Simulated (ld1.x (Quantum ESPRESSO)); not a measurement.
**What one change does to a pseudopotential (Pt, TM)**

Pt, norm-conserving Troullier–Martins (Kleinman–Bylander form), made with ld1.x (Quantum ESPRESSO) 7.5 (LDA (PZ), scalar-relativistic). Core [Xe] 4f14, reference 5d9 6s0.75 6p0.25. Waves: 6p (bound): rc 3.70 bohr; 5d (bound): rc 1.70 bohr; 6s (bound): rc 2.20 bohr. Local part: the s channel. Core correction: none.

Change: wave 6s (bound): rc 2.20 bohr becomes 6s (bound): rc 2.92 bohr.

Cutoffs: the cutoffs (Ry, on a coarse ladder) from which the occupation-weighted sum of valence levels, in a spherical-Bessel basis at the reference potential, stays within 10 and 1 mRy of its value at 400 Ry; they do not see the model core or the augmentation charge, which bear on the density cutoff. Errors are all-electron minus pseudo energies relative to the spin-unpolarised reference configuration.

Q: How do hardness, ghosts and transferability respond?

A: The potential gets neither clearly harder nor softer (40 Ry and 50 Ry → 40 Ry and 50 Ry); the d channel sets the loose cutoff, while the largest relative change is in s, which becomes softer; of the 9 tests that both files solve, the error grows in 1 and shrinks in 4 by more than 15 % and 0.3 meV (median size 34.7 → 17.9 meV); neither file shows a bound ghost.

| quantity | base | changed |
| --- | --- | --- |
| cutoff, loose | 40 Ry | 40 Ry |
| cutoff, tight | 50 Ry | 50 Ry |
| loose cutoff by channel (10 mRy a level) | p 6 Ry, d 35 Ry, s 8 Ry | p 6 Ry, d 35 Ry, s 6 Ry |
| bound ghosts | none | none |
| error for 5d9 6s1 6p0, meV [ΔE -1.26 eV] | +0.6 | +0.6 |
| error for 5d9 6s0 6p0, meV [ΔE 8.29 eV] | -6.0 | -3.0 |
| error for 5d8 6s0 6p0, meV [ΔE 28.55 eV] | -35 | -43 |
| error for 5d9.5 6s0.5 6p0, meV [ΔE -1.34 eV] | -12 | -8.1 |
| error for 5d7 6s0 6p0, meV [ΔE 61.06 eV] | -211 | -239 |
| error for 5d9 6s0.5 6p0, meV [ΔE 2.60 eV] | -1.8 | -1.3 |
| error for 5d8 6s2 6p0, meV [ΔE -0.33 eV] | -52 | -18 |
| error for 5d9 6s0.75 6p0.25 (spin-polarised), meV [ΔE -0.35 eV] | +99 | +99 |
| error for 5d9 6s1 6p0 (spin-polarised), meV [ΔE -1.64 eV] | +104 | +105 |
| s: phases at 4.00 bohr within 0.05 rad from the reference energy up to (Ry; the scan ends near 5) | 0.9 | 0.7 |
| p: phases at 4.00 bohr within 0.05 rad from the reference energy up to (Ry; the scan ends near 5) | 1.4 | 1.3 |
| d: phases at 4.00 bohr within 0.05 rad from the reference energy up to (Ry; the scan ends near 5) | 0.5 | 0.6 |
